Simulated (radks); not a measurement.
The numbers below are computed, except where a source is named.
Coulomb parameter of the 5d shell of the mercury ion Hg3+ in the model configuration [Xe] 4f14 5d7.5 6p1.5, as a second difference U = [E(n + 0.5) + E(n - 0.5) - 2 E(n)] / (0.5)^2 with all orbitals relaxed. "Bare": the charge of the atom changes with n. "Screened": the 6p shell takes up the change at fixed total charge, which measures U(5d,5d) + U(6p,6p) - 2 U(5d,6p). Level of theory: scalar-relativistic Kohn-Sham, PBE, spin-unpolarised, spherical densities, finite nucleus; Fermi nuclear charge, rms radius 5.4648 fm (a radial shooting solver on a logarithmic mesh with Libxc functionals).

case                   configuration  E - E(n) (eV)
start          [Xe] 4f14 5d7.5 6p1.5          0.000
bare +0.5        [Xe] 4f14 5d8 6p1.5        -22.838
bare -0.5        [Xe] 4f14 5d7 6p1.5         26.447
screened +0.5      [Xe] 4f14 5d8 6p1        -10.814
screened -0.5      [Xe] 4f14 5d7 6p2         11.475

U(bare) = 14.437 eV, U(screened by 6p) = 2.644 eV, against the Slater integral F0(5d,5d) = 18.362 eV with frozen orbitals.
